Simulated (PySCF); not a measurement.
From one molecule to another.

First species: C5H5FO2.
SMILES: `C(O[C@H]1[C@@H](F)C=C1)=O`

Second species: C₅H₅FO₂.
SMILES: `COC1=CC(=O)[C@H]1F`

Levels: PBE0/def2-SVPD for dipole moment, HOMO energy, LUMO energy, HOMO–LUMO gap, static isotropic polarisability and electronic spatial extent ⟨r²⟩ about the centre of nuclear charge; TDDFT PBE0/def2-SVPD for lowest singlet excitation; TDA PBE0/def2-SVPD for lowest triplet excitation (Tamm–Dancoff); GFN2-xTB for rotational constant A and rotational constant C. Geometries: GFN2-xTB. Each species is one conformer at its optimised geometry, gas phase, non-relativistic unless stated; the electronic structure was computed with PySCF and density fitting.

Dipoles, sizes and rotational constants follow the conformer. The torsions of the flexible species, by atom-mapped SMILES:
- `[O:1]=[CH:2][O:3][C@@H:4]1[CH:5]=[CH:6][C@@H:7]1[F:8]`: O1–C2–O3–C4 3°, C2–O3–C4–C5 -171°
- `[CH3:1][O:2][C:3]1=[CH:4][C:5](=[O:6])[C@H:7]1[F:8]`: C1–O2–C3–C4 -1°

(1) Which has the higher ⟨r²⟩?

(2) Which of the two has the higher HOMO energy, and by how much?

(3) Which has the higher HOMO–LUMO gap?

(4) Which of the two has the higher static isotropic polarisability, and by how much?

(5) Which has the higher rotational constant C?

(6) Which of the two has the higher LUMO energy, and by how much?

(7) Which has the higher T1 energy?

(8) Which has the higher dipole moment?

## Answers

(1) The second: 992 bohr² against 878 bohr², a difference of 114 bohr².

(2) The second: -7.32 eV against -8.20 eV, a difference of 0.88 eV.

(3) The first: 7.43 eV against 6.19 eV, a difference of 1.24 eV.

(4) The second: 66.8 au against 63.2 au, a difference of 3.6 au.

(5) The first: 1.351 GHz against 1.127 GHz, a difference of 0.224 GHz.

(6) The first: -0.77 eV against -1.13 eV, a difference of 0.36 eV.

(7) The first: 4.39 eV against 3.83 eV, a difference of 0.56 eV.

(8) The second: 5.90 D against 3.03 D, a difference of 2.87 D.

On the first: The vertical singlet–triplet gap S1 − T1 is 1.53 eV (TDDFT singlet less Tamm–Dancoff triplet; S1: HOMO→LUMO+1, weight 0.62, beside HOMO−1→LUMO+1, weight 0.32; T1: HOMO→LUMO, weight 0.59). The polarisability is 9.37 Å³ as a volume (1 au = 0.148185 Å³), or 1.05 au for each of the 60 electrons.

On the second: In atomic units the dipole is 2.32 e·bohr (1 au = 2.5417 D). The 8 singlets span 4.28 to 7.39 eV, and their oscillator strengths add up to 0.55.
